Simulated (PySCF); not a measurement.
# Computed records: ClGeH2N, GeH4N2O, GeH6N2Si, GeH3O2

Calculation on a computer-drawn molecule: optimised geometry and harmonic frequencies of an isolated molecule of the commonest isotopes, restricted reference for singlets and unrestricted otherwise, frozen core in MP2; on germanium a core potential holds 10 electrons, which the energies leave out, and 3d is frozen in MP2 and coupled-cluster steps. Program: PySCF 2.14.0.

Common to all runs: multiplicity 1; basis and core potential on germanium cc-pVDZ-PP ECP10MDF.

(1) ClGeH2N

Start structure:
```xyz
5
ClGeH2N
N      0.4084     2.5371    -0.0491
Ge     1.7091     1.7418     0.6609
Cl     2.1585    -0.2985     0.8017
H     -0.3382     2.0125    -0.4965
H      2.6665     2.5672     1.4350
```

- charge: 0
- method: HF
- basis: cc-pV(D+d)Z
- rotational constants: 23.03, 3.262, 2.857 GHz
- total energy: -808.4754 hartree
- convergence status largest gradient component: 4.651e-06 hartree/bohr

Drawn bonds:
```csv
atom,other atom,order
1,2,2
2,3,1
1,4,1
2,5,1
```

Optimised structure:
```xyz
5
ClGeH2N
N      0.3610     2.5562    -0.0474
Ge     1.6607     1.8189     0.6937
Cl     2.1134    -0.2849     0.7699
H     -0.2782     1.9256    -0.5097
H      2.7474     2.5443     1.4455
```

Modes:
```csv
frequency (cm⁻¹),reduced mass (dalton)
211.9,5.999
393.5,1.358
432.5,38.69
750.3,1.056
775.9,1.041
932.6,2.052
1024,2.085
2346,1.021
3754,1.076
```

(2) ClGeH2N

Start structure:
```xyz
5
ClGeH2N
N      0.3609     2.5562    -0.0474
Ge     1.6607     1.8189     0.6937
Cl     2.1134    -0.2849     0.7699
H     -0.2782     1.9256    -0.5097
H      2.7474     2.5443     1.4455
```

- charge: 0
- method: MP2
- basis: cc-pV(D+d)Z
- rotational constants: 23.73, 3.137, 2.771 GHz
- total energy: -808.8839 hartree
- convergence status largest gradient component: 3.961e-06 hartree/bohr

Drawn bonds:
```csv
atom,other atom,order
1,2,2
2,3,1
1,4,1
2,5,1
```

Optimised structure:
```xyz
5
ClGeH2N
N      0.3454     2.6052    -0.0523
Ge     1.6633     1.7921     0.6927
Cl     2.1394    -0.3207     0.7826
H     -0.2861     1.9274    -0.5144
H      2.7422     2.5560     1.4434
```

Modes:
```csv
frequency (cm⁻¹),reduced mass (dalton)
190,6.215
344.2,1.366
419.4,37.67
720.3,1.037
727.1,1.06
862.7,3.823
943.3,1.416
2261,1.021
3466,1.075
```

(3) GeH4N2O

Start structure:
```xyz
8
GeH4N2O
N      0.9535    -0.1056    -3.7260
Ge     0.3543     0.9198    -2.3988
N     -1.1473     0.4480    -1.6262
O      1.1479     2.2137    -1.5134
H      1.8383     0.1538    -4.0929
H     -1.7368    -0.2283    -2.0476
H     -1.7266     1.1898    -1.2270
H      0.7234     2.4668    -0.7298
```

* charge: 0
* method: HF
* basis: cc-pVDZ
* rotational constants: 7.117, 5.999, 3.266 GHz
* total energy: -479.4533 hartree
* convergence status largest gradient component: 1.346e-05 hartree/bohr

Drawn bonds:
```csv
atom,other atom,order
1,2,2
2,3,1
2,4,1
1,5,1
3,6,1
3,7,1
4,8,1
```

Optimised structure:
```xyz
8
GeH4N2O
N      0.9465    -0.0639    -3.7287
Ge     0.3763     0.8240    -2.4257
N     -1.1651     0.4616    -1.5947
O      1.1069     2.1873    -1.5963
H      1.8727     0.2239    -4.0112
H     -1.7613    -0.2106    -2.0418
H     -1.6991     1.2149    -1.2038
H      0.7296     2.4206    -0.7596
```

Modes:
```csv
frequency (cm⁻¹),reduced mass (dalton)
224.8,5.34
233.4,2.614
246.7,2.55
262.5,1.456
312.8,1.244
467.3,1.234
563.9,1.117
750.2,7.953
776.2,5.708
879.4,1.164
920.1,2.167
977,1.385
1023,1.584
1684,1.108
3740,1.075
3767,1.05
3872,1.097
4151,1.067
```

(4) GeH6N2Si

Start structure:
```xyz
10
GeH6N2Si
N      0.5551     1.7742     1.3571
Ge    -0.3844     0.6632     0.3717
N     -0.1975    -1.0968     0.4965
Si    -1.8910     1.2727    -1.2481
H      1.2060     1.4310     2.0349
H      0.4029    -1.6170     1.0964
H     -0.7691    -1.7605    -0.0668
H     -2.4606     0.0752    -1.8435
H     -1.2046     2.1210    -2.2153
H     -3.0145     2.0867    -0.6869
```

* charge: 0
* method: HF
* basis: cc-pV(D+d)Z
* rotational constants: 5.903, 2.622, 1.856 GHz
* total energy: -694.6661 hartree
* convergence status largest gradient component: 1.468e-05 hartree/bohr

Drawn bonds:
```csv
atom,other atom,order
1,2,2
2,3,1
2,4,1
1,5,1
3,6,1
3,7,1
4,8,1
4,9,1
4,10,1
```

Optimised structure:
```xyz
10
GeH6N2Si
N      0.2284     1.7366     1.5622
Ge    -0.3738     0.6331     0.4404
N      0.0925    -1.1056     0.2616
Si    -1.9407     1.3153    -1.2349
H      0.8994     1.3509     2.2128
H      0.6150    -1.5606     0.9872
H     -0.5170    -1.7482    -0.2083
H     -2.9621     0.2550    -1.3953
H     -1.2268     1.4943    -2.5177
H     -2.5727     2.5789    -0.8120
```

Modes:
```csv
frequency (cm⁻¹),reduced mass (dalton)
41.47,1.07
126.3,4.172
169.9,4.966
235.8,3.511
282.3,1.135
361.3,1.495
373.8,3.266
532.2,1.139
576.2,1.14
661.2,1.122
732.8,4.882
859.9,1.151
923.3,1.934
958.4,1.415
1006,1.659
1019,1.04
1025,1.038
1681,1.11
2314,1.039
2326,1.038
2352,1.044
3720,1.076
3764,1.049
3872,1.098
```

(5) GeH3O2

Start structure:
```xyz
6
GeH3O2
O      0.5579     1.8198     0.5902
Ge     1.4043     1.5939    -0.8707
O      0.3782     2.0809    -1.9886
H      0.8089     1.6448     1.4747
H      2.7766     1.0596    -0.9719
H      0.4887     2.0598    -3.0311
```

* charge: 1
* method: HF
* basis: cc-pVDZ
* rotational constants: 20.87, 7.065, 5.278 GHz
* total energy: -444.6022 hartree
* convergence status largest gradient component: 2.546e-05 hartree/bohr

Drawn bonds:
```csv
atom,other atom,order
1,2,1
2,3,1
1,4,1
2,5,1
3,6,1
```

Optimised structure:
```xyz
6
GeH3O2
O      0.5193     1.8263     0.6445
Ge     1.3178     1.6148    -0.8266
O      0.3213     2.0882    -2.1031
H      0.9326     1.6108     1.4764
H      2.7146     1.0820    -0.9778
H      0.6090     2.0368    -3.0108
```

Modes:
```csv
frequency (cm⁻¹),reduced mass (dalton)
266.1,5.655
375.9,1.165
452.7,1.031
571.7,1.17
742,1.038
848.1,1.989
856.2,8.922
932.3,1.166
945.4,2.15
2379,1.022
4066,1.068
4073,1.07
```

(6) GeH3O2

Start structure:
```xyz
6
GeH3O2
O      0.5193     1.8263     0.6445
Ge     1.3178     1.6148    -0.8266
O      0.3213     2.0882    -2.1031
H      0.9326     1.6108     1.4764
H      2.7146     1.0820    -0.9778
H      0.6090     2.0368    -3.0108
```

* charge: 1
* method: MP2
* basis: cc-pVDZ
* rotational constants: 19.42, 6.93, 5.107 GHz
* total energy: -445.0643 hartree
* convergence status largest gradient component: 4.615e-06 hartree/bohr

Drawn bonds:
```csv
atom,other atom,order
1,2,1
2,3,1
1,4,1
2,5,1
3,6,1
```

Optimised structure:
```xyz
6
GeH3O2
O      0.4794     1.8409     0.6645
Ge     1.3142     1.6163    -0.8261
O      0.2791     2.1051    -2.1141
H      0.9709     1.5958     1.4730
H      2.7236     1.0786    -0.9788
H      0.6473     2.0223    -3.0158
```

Modes:
```csv
frequency (cm⁻¹),reduced mass (dalton)
242.7,5.953
373.6,1.162
464.3,1.031
512.5,1.159
691.5,1.027
807.9,13.69
821.1,3.328
918.9,1.513
930.7,1.105
2280,1.022
3753,1.067
3758,1.069
```
